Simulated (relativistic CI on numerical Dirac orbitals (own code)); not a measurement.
Spin-allowed bands of a d2 ion in an octahedral site, by hand

Problem. Take Δ = 18500 cm⁻¹ and B = 500 cm⁻¹ for a d2 ion in an octahedral site. Calculate the three spin-allowed bands.

Working.
1. The terms of highest spin are 3F (energy 0) and 3P (15B = 7500 cm⁻¹). Here the F term splits into A2 at +1.2Δ = 22200, T2 at +0.2Δ = 3700 and T1 at −0.6Δ = -11100 cm⁻¹.
2. The two T1 states mix through the element 0.4Δ: H = [[-11100, 7400], [7400, 7500]], with roots ½(H₁₁ + H₂₂) ∓ ½√[(H₂₂ − H₁₁)² + 4H₁₂²] = ½(-3600) ∓ ½(23770) = -13685 and 10085 cm⁻¹.
3. The ground term is 3T1 at -13685 cm⁻¹.
4. Bands: 3T2 17385 cm⁻¹ (575 nm), 3T1(P) 23770 cm⁻¹ (421 nm), 3A2 35885 cm⁻¹ (279 nm).

Check. Exact diagonalisation of the whole d2 shell with these parameters gives 3T2 17385, 3T1 23770, 3A2 35885 cm⁻¹. The match is exact, since without spin-orbit coupling no other term has this spin. The ratio of the second band to the first, 1.367, depends on Δ/B = 37.0 alone, which is how a Tanabe-Sugano diagram is read.
